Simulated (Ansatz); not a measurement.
Calculated with Ansatz (gas phase, PBE0-D4/def2-TZVP geometries, no zero-point term in ΔE). CCSD(T)/CBS adds triple-zeta CCSD(T) − MP2 to the extrapolated MP2 energy (def2 sets, frozen cores). This one scheme is used for every species. DFT in def2-TZVPP. B3LYP here is the variant with VWN-RPA as its local correlation; programs differ in this. One conformer a species, not always the lowest.

Consider the cleavage of the B–Si bond: `B[SiH]([SiH3])Cl` + `N=CF` → `BN=CF` + `[SiH3][SiH2]Cl`.

```
        level  ΔE (kJ/mol)  difference from CCSD(T)/CBS
     B3LYP-D4       -137.6                        -13.1
   r2SCANh-D4       -133.2                         -8.7
   r2SCAN0-D4       -131.7                         -7.2
     BHLYP-D4       -133.3                         -8.8
      ωB97X-V       -126.6                         -2.1
     PBE-QIDH       -128.3                         -3.8
          PBE       -135.3                        -10.8
      LC-ωPBE       -129.9                         -5.4
 MP2/def2-SVP       -146.8                        -22.3
MP2/CBS(def2)       -131.7                         -7.2
  CCSD(T)/CBS       -124.5                            0
```

Largest T1 diagnostic among the species: 0.015.

At CCSD(T), def2-SVP lies −16.3 kJ/mol from the extrapolated value and def2-TZVPP +0.2 kJ/mol. Leaving LDA and LC-ωPBE aside and taking each functional with its dispersion term where it has one, the values, not all of them listed here, spread over 13.5 kJ/mol, from BLYP-D4 to ωB97X-V. LDA lies −14.0 kJ/mol from PBE without D4.
